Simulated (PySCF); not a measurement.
C₂H₉BO₂Si.
Numbering: `[BH2:1][CH2:2][O:3][SiH2:4][O:5][CH3:6]` (hydrogens: H7, H8 on B1; H9, H10 on C2; H11, H12 on Si4; H13, H14, H15 on C6)

Structure used (PBE0-D3(BJ)/def2-SVP), in Å, numbered top down from 1:
```xyz
15
C2H9BO2Si angstrom
B      2.685   -0.016   -0.101
C      1.495    0.950   -0.350
O      0.319    0.480   -0.955
Si    -0.398   -0.993   -0.682
O     -2.035   -0.789   -0.735
C     -2.742    0.132    0.050
H      2.685   -1.158   -0.501
H      3.659    0.418    0.469
H      1.267    1.519    0.576
H      1.943    1.732   -1.007
H     -0.096   -1.985   -1.743
H      0.054   -1.470    0.667
H     -2.649   -0.089    1.130
H     -3.808    0.079   -0.215
H     -2.393    1.165   -0.120
```

Method: PySCF 2.14.0, PBE0-D3(BJ)/def2-SVP geometry optimisation, gas phase.

Masses are those of the commonest isotopes; rigid-rotor values at the optimised geometry. The values belong to one conformer with, in the numbering `[BH2:1][CH2:2][O:3][SiH2:4][O:5][CH3:6]`, H–B1–C2–O3 6° and -177°, B1–C2–O3–Si4 39°, C2–O3–Si4–O5 144°, O3–Si4–O5–C6 -55°.

Give the principal moments of inertia and the rotational constants in MHz.

Ia = 73.15, Ib = 342.75, Ic = 382.25 u·Å²; 505379 MHz·u·Å²/I gives A = 6909, B = 1474, C = 1322 MHz.

Classify the top.

A near-prolate asymmetric top. Ray's parameter κ = (2B − A − C)/(A − C) = -0.945; −1 is the prolate and +1 the oblate limit.

What does the inertial defect say?

Not planar: Δ = Ic − Ia − Ib = -33.65 u·Å². For a rigid frame Δ = −2 Σ m c², so Σ m c² = 16.82 u·Å² lies off the ab plane: 7.14 from hydrogen and 9.68 from heavier atoms. The atom farthest from that plane is 1.48 Å away.

Give the other two planar moments, Paa and Pbb, and the rms extents of the mass along the axes.

Paa = Σ m a² = (Ib + Ic − Ia)/2 = 325.93 and Pbb = Σ m b² = (Ia + Ic − Ib)/2 = 56.32 u·Å². With the mass M = 104.05 u, the rms extents √(P/M) along a, b and c are 1.77, 0.74, 0.40 Å.

Where do the levels up to J = 5 lie, in cm⁻¹?

Above 0(0,0):
J = 1: 1(0,1) 0.0933, 1(1,1) 0.2746, 1(1,0) 0.2796
J = 2: 2(0,2) 0.2797, 2(1,2) 0.4561, 2(1,1) 0.4713, 2(2,1) 1.0151, 2(2,0) 1.0152
J = 3: 3(0,3) 0.5592, 3(1,3) 0.7282, 3(1,2) 0.7587, 3(2,2) 1.2950, 3(2,1) 1.2955, 3(3,1) 2.2142, 3(3,0) 2.2142
J = 4: 4(0,4) 0.9313, 4(1,4) 1.0910, 4(1,3) 1.1418, 4(2,3) 1.6680, 4(2,2) 1.6696, 4(3,2) 2.5875, 4(3,1) 2.5875, 4(4,1) 3.8741, 4(4,0) 3.8741
J = 5: 5(0,5) 1.3956, 5(1,5) 1.5443, 5(1,4) 1.6205, 5(2,4) 2.1342, 5(2,3) 2.1379, 5(3,3) 3.0543, 5(3,2) 3.0543, 5(4,2) 4.3407, 5(4,1) 4.3407, 5(5,1) 5.9949, 5(5,0) 5.9949
Those of J = 1 are B + C, A + C and A + B.

Which types of transition are allowed, and where do some lines up to J = 5 fall?

The dipole components are |μa| = 0.78 D, |μb| = 1.36 D, |μc| = 1.00 D. The squared components, which scale the intensities, stand as 0.33 : 1.00 : 0.54 (a : b : c). Some lines, for components of 0.1 D or more:

| type | branch | J(Ka,Kc) | MHz | lower level (cm⁻¹) |
| --- | --- | --- | --- | --- |
| a | Q | 3(1,2) ← 3(1,3) | 914 | 0.728 |
| a | R | 1(0,1) ← 0(0,0) | 2797 | 0.000 |
| a | R | 2(1,1) ← 1(1,0) | 5746 | 0.280 |
| a | R | 4(3,1) ← 3(3,0) | 11193 | 2.214 |
| c | Q | 5(2,4) ← 5(1,4) | 15403 | 1.620 |
| b | Q | 4(2,2) ← 4(1,3) | 15824 | 1.142 |
| c | Q | 3(2,2) ← 3(1,2) | 16077 | 0.759 |
| b | Q | 4(2,3) ← 4(1,4) | 17300 | 1.091 |
| c | R | 2(2,1) ← 1(1,1) | 22202 | 0.275 |
| b | R | 3(2,1) ← 2(1,2) | 25167 | 0.456 |
| b | Q | 4(3,1) ← 4(2,2) | 27518 | 1.670 |
| c | Q | 4(4,1) ← 4(3,1) | 38570 | 2.588 |
| c | R | 5(5,0) ← 4(4,0) | 63581 | 3.874 |

Estimate the classical rotational partition function at 10 K, 25 K and 50 K.

Point group C1, symmetry number σ = 1; q = (√π/σ)·√((kT/h)³/(ABC)), k/h = 20836.6 MHz/K: 1450 at 10 K, 5740 at 25 K, 16200 at 50 K.

No PBE0-D3(BJ)/def2-SVP frequencies stand behind this structure, so it isn't proved a minimum. Zero-point vibration and centrifugal distortion are left out. A rigid rotor knows nothing of internal rotation, which can split or shift real lines. Quadrupole hyperfine structure (11B) is left out.

On one thread, Arm Neoverse V1 (aarch64), shared host, this took 2.0 min and 0.55 GiB of memory at its peak. That covers the optimisation of the geometry.
